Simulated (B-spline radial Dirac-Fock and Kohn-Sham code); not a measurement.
Model: Dirac-Fock ΔSCF + Breit + QED. Program: a radial B-spline solver. Free neutral atoms.

Question: Order these X-ray lines by photon energy, lowest first.
A. Mg Lη
B. Kr Mζ1
C. Al Lη
D. Mg Lℓ
E. Al Lℓ

Answer: D (49.68 eV), A (49.95 eV), E (70.45 eV), C (70.85 eV), B (79.17 eV).

Values without a named source are computed, but for edge energies of neutral atoms, which are taken from tables.
